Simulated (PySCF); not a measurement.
Species: C7HN.
SMILES: `C#CC#CC#CC#N`

All values: CAM-B3LYP/def2-SVPD (PySCF, non-relativistic), on one gas-phase PBE0-D3(BJ)/def2-SVP geometry that isn't relaxed in the solvent. The solvent is an IEF-PCM continuum (Bondi radii, 1.10 Å for H, scaled by 1.2), and excitations are vertical TDDFT with non-equilibrium linear response and a frozen core. Specific hydrogen bonds and non-electrostatic terms are outside this model.

Gas-phase singlets (H = HOMO, L = LUMO):

```
state  E (eV)  λ (nm)      f  leading configuration
   S1   3.317     374  0.000                H→L 46%
   S2   3.467     358  0.000            H-1→L+1 27%
   S3   3.467     358  0.000              H→L+1 27%
   S4   5.159     240  0.000              H-3→L 22%
   S5   5.398     230  0.000            H-3→L+1 37%
```

Question: What are the lowest 5 singlets in chloroform (ε = 4.711)?

Answer: 
```csv
state,E (eV),λ (nm),f,leading configuration,change by rank (eV)
S1,3.305,375,0.000,H→L 47%,-0.012
S2,3.447,360,0.000,H→L+1 44%,-0.020
S3,3.447,360,0.000,H-1→L+1 44%,-0.020
S4,5.165,240,0.000,H-2→L 36%,+0.006
S5,5.393,230,0.000,H-3→L 34%,-0.005
```

Question: What are the lowest 5 singlets in methanol (ε = 32.61)?

Answer: 
```tsv
state	E (eV)	λ (nm)	f	leading configuration	change by rank (eV)
S1	3.299	376	0.000	H→L 47%	-0.018
S2	3.443	360	0.000	H→L+1 46%	-0.024
S3	3.443	360	0.000	H-1→L+1 46%	-0.024
S4	5.166	240	0.000	H-2→L 36%	+0.007
S5	5.396	230	0.000	H-3→L 36%	-0.002
```

Question: How do the frontier levels move from gas to methanol?

Answer: 
```json
{"orbital": "LUMO+2", "gas (eV)": "1.00", "solvent (eV)": "1.14", "change (eV)": "+0.14"}
{"orbital": "LUMO+1", "gas (eV)": "-1.97", "solvent (eV)": "-1.86", "change (eV)": "+0.11"}
{"orbital": "LUMO", "gas (eV)": "-1.97", "solvent (eV)": "-1.86", "change (eV)": "+0.11"}
{"orbital": "HOMO", "gas (eV)": "-8.98", "solvent (eV)": "-8.84", "change (eV)": "+0.14"}
{"orbital": "HOMO-1", "gas (eV)": "-8.98", "solvent (eV)": "-8.84", "change (eV)": "+0.14"}
{"orbital": "HOMO-2", "gas (eV)": "-11.08", "solvent (eV)": "-10.99", "change (eV)": "+0.09"}
{"orbital": "HOMO-3", "gas (eV)": "-11.08", "solvent (eV)": "-10.99", "change (eV)": "+0.09"}
```

The HOMO–LUMO gap goes from 7.02 to 6.98 eV. Rows go by rank; for LUMO+2 the atom shares or the degeneracy differ between the runs, so the row needn't follow one orbital.

Rough CPU time on one thread of a shared machine: about 40 s. This is the whole response run at CAM-B3LYP/def2-SVPD in methanol, SCF included.
